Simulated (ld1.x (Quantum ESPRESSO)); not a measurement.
u(r) = r·R(r): atom against pseudo-atom (Ru)

Columns: radius, all-electron u(r) and pseudo u(r) of the 5p shell (level -0.86 eV) of ruthenium in the configuration [Kr] 4d7 5s1 5p0; PBEsol, scalar-relativistic, PAW scheme, ld1.x (Quantum ESPRESSO) 7.5.

```
r (bohr)  all-electron   pseudo
   0.215       -0.0697  -0.0052
   0.430       -0.0362  -0.0205
   0.645        0.1141  -0.0451
   0.860        0.1668  -0.0776
   1.075        0.1302  -0.1162
   1.290        0.0505  -0.1589
   1.505       -0.0405  -0.2036
   1.720       -0.1271  -0.2482
   1.935       -0.2032  -0.2908
   2.150       -0.2672  -0.3298
   2.365       -0.3195  -0.3640
   2.580       -0.3612  -0.3927
   2.795       -0.3936  -0.4156
   3.010       -0.4179  -0.4328
   3.225       -0.4351  -0.4447
   3.440       -0.4464  -0.4519
   3.655       -0.4526  -0.4553
   3.870       -0.4546  -0.4555
   4.085       -0.4530  -0.4531
   4.300       -0.4485  -0.4485
   4.515       -0.4418  -0.4418
   4.730       -0.4332  -0.4332
   4.945       -0.4233  -0.4233
   5.160       -0.4123  -0.4123
   5.375       -0.4006  -0.4006
   5.590       -0.3883  -0.3883
```

(1) How many radial nodes do the two functions have?

(2) At about which radius was the pseudo-wave matched?

(3) Is the pseudo-wave norm-conserving?

Answers

(1) The all-electron 5p function has n − l − 1 = 3 (the table is too coarse to show those close to the nucleus); the pseudo-wave has 0, since the states of the same l below it are removed with the core.

(2) 4.30 bohr, where the columns begin to agree (steps of 0.21 bohr).

(3) No, it belongs to a PAW set: the norm inside the radius is not constrained, and the difference is carried by the augmentation charge.
